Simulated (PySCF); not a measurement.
Cartesian coordinates in Å; atom numbers follow the order of the lines, from 1:
```xyz
7

Cu    0.161    0.062   -1.002
As    0.149    0.040    1.289
H    -0.892    0.827    2.051
H     1.357    0.556    2.036
H    -0.005   -1.255    2.052
S     0.242    0.132   -3.147
H    -1.012   -0.362   -3.279
```

How the numbers were obtained: B3LYP/pcSseg-1 (pcSseg-2 on Cu) with gauge-including orbitals, coordinates at the PBE0-D3(BJ)/def2-SVP level, in PySCF 2.14.0 with density-fitted response routines (one conformer, no relativistic terms, in vacuum, equivalent nuclei averaged).

Shifts are taken against calculated references (same method and geometry level): ¹H against TMS; AsH3 for ⁷⁵As; ³³S against CS2.

| atoms | nucleus | count | δ (ppm) |
| --- | --- | --- | --- |
| S6 | ³³S | 1 | ? |
| As2 | ⁷⁵As | 1 | ? |
| H3/H4/H5 | ¹H | 3 | 3.57 |
| H7 | ¹H | 1 | -0.88 |

Problem. Complete the table.

Solution. 
- As2: 111 ppm, arsenic bonded to Cu, 3 H
- S6: -266 ppm, sulfur bonded to Cu, H

Relativistic effects, spin–orbit coupling among them, are left out; they matter for As and for the light atoms bonded to it. OH/NH shifts are gas-phase values; hydrogen bonding in solution moves them, usually downfield.
